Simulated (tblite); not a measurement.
Compound: C7H5O3 (doublet state).
Structure used (GFN2-xTB), in Å, numbered top down from 1:
```
atom  x, y, z in Å
O1     4.132    0.833   -0.274
C2     3.438   -0.158   -0.249
O3     3.939   -1.408   -0.344
C4     2.025   -0.151   -0.119
C5     0.815   -0.051   -0.005
C6    -0.545    0.059    0.125
C7    -1.312    1.246    0.244
C8    -2.612    0.891    0.349
C9    -2.688   -0.599    0.295
O10   -1.350   -1.037    0.154
H11    4.903   -1.358   -0.430
H12   -0.889    2.232    0.245
H13   -3.473    1.519    0.452
H14   -3.277   -0.968   -0.557
H15   -3.113   -1.042    1.207
```

Computed geometry: GFN2-xTB, gas phase. This method treats the open shell by occupation alone, without spin polarisation.

Masses are those of the commonest isotopes; rigid-rotor values at the optimised geometry. The values belong to one conformer with, in the numbering `[O:1]=[C:2]([OH:3])[C:4]#[C:5][C:6]1=[CH:7][CH:8][CH2:9][O:10]1`, O1–C2–O3–H 0°.

Problem. What are A, B and C (MHz)?

Solution. Ia = 102.13, Ib = 952.46, Ic = 1051.42 u·Å²; 505379 MHz·u·Å²/I gives A = 4948, B = 530.6, C = 480.7 MHz.

Problem. What kind of rotor is it?

Solution. A near-prolate asymmetric top; Ray's κ = -0.978.

Problem. What does the inertial defect say?

Solution. Not planar: Δ = Ic − Ia − Ib = -3.17 u·Å². For a rigid frame Δ = −2 Σ m c², so Σ m c² = 1.58 u·Å² lies off the ab plane, practically all of it from hydrogen. The atom farthest from that plane is 0.89 Å away.

Problem. Where do the levels up to J = 5 lie, in MHz?

Solution. Above 0(0,0):
J = 1: 1(0,1) 1011, 1(1,1) 5429, 1(1,0) 5479
J = 2: 2(0,2) 3033, 2(1,2) 7402, 2(1,1) 7551, 2(2,1) 20805, 2(2,0) 20805
J = 3: 3(0,3) 6065, 3(1,3) 10360, 3(1,2) 10660, 3(2,2) 23839, 3(2,1) 23841, 3(3,1) 46052, 3(3,0) 46052
J = 4: 4(0,4) 10106, 4(1,4) 14305, 4(1,3) 14804, 4(2,3) 27883, 4(2,2) 27890, 4(3,2) 50098, 4(3,1) 50098, 4(4,1) 81197, 4(4,0) 81197
J = 5: 5(0,5) 15154, 5(1,5) 19234, 5(1,4) 19983, 5(2,4) 32939, 5(2,3) 32953, 5(3,3) 55156, 5(3,2) 55156, 5(4,2) 86254, 5(4,1) 86254, 5(5,1) 126238, 5(5,0) 126238
Those of J = 1 are B + C, A + C and A + B.

Problem. Estimate the classical rotational partition function at 25 K, 200 K and 298.15 K.

Solution. Point group Cs, symmetry number σ = 1; q = (√π/σ)·√((kT/h)³/(ABC)), k/h = 20836.6 MHz/K: 18800 at 25 K, 424000 at 200 K, 773000 at 298.15 K.

For this open shell read J as N, the rotation without spin; fine and hyperfine splittings come on top. Its GFN2-xTB frequencies are all real (lowest 55 cm⁻¹). No vibrational averaging or centrifugal distortion is included, and the geometry carries the error of its method.
